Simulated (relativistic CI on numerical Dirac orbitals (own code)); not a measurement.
**Radial parameters of Co12+**

Method of calculation: Dirac-Coulomb-Breit CI, KLI orbitals optimised for each configuration, model QED, unscaled Slater integrals (own radial code, finite nucleus).

Slater integrals F^k, G^k are unscaled and averaged over j, outside the closed core [Ne]; ζ comes from projecting the Hamiltonian with its Breit term on Σ l·s of the shell.

- 3s²3p³: F^2(3p,3p) = 148410, ζ(3p) = 14253 cm⁻¹; <r>(3p) = 0.6756, <r^2>(3p) = 0.5257 (bohr units).
- 3s3p⁴: F^2(3p,3p) = 148240, G^1(3s,3p) = 192620, ζ(3p) = 14234 cm⁻¹; <r>(3s) = 0.6775, <r^2>(3s) = 0.522, <r>(3p) = 0.6764, <r^2>(3p) = 0.5269 (bohr units).
- 3s²3p²3d: F^2(3p,3p) = 148180, ζ(3p) = 14241, F^2(3p,3d) = 146980, G^1(3p,3d) = 168110, G^3(3p,3d) = 109080, ζ(3d) = 1157 cm⁻¹; <r>(3p) = 0.6767, <r^2>(3p) = 0.5273, <r>(3d) = 0.6364, <r^2>(3d) = 0.4728 (bohr units).

Averages of the first 10 configurations, taken without configuration mixing, which lowers the lowest level and can move excited configurations by several eV; other configurations of the list can lie among them:

| Configuration | Parity | States | Average energy above the lowest level (eV) |
| --- | --- | --- | --- |
| 3s²3p³ | odd | 20 | 10.8 |
| 3s3p⁴ | even | 30 | 53.7 |
| 3s²3p²3d | even | 150 | 70.4 |
| 3p⁵ | odd | 6 | 103.1 |
| 3s3p³3d | odd | 400 | 110.3 |
| 3p⁴3d | even | 150 | 156.8 |
| 3s3p²3d² | even | 1350 | 169.1 |
| 3s²3p²4s | even | 30 | 184.0 |
| 3s²3p3d4p | even | 360 | 259.1 |
| 3s²3p²4p | odd | 90 | 199.4 |
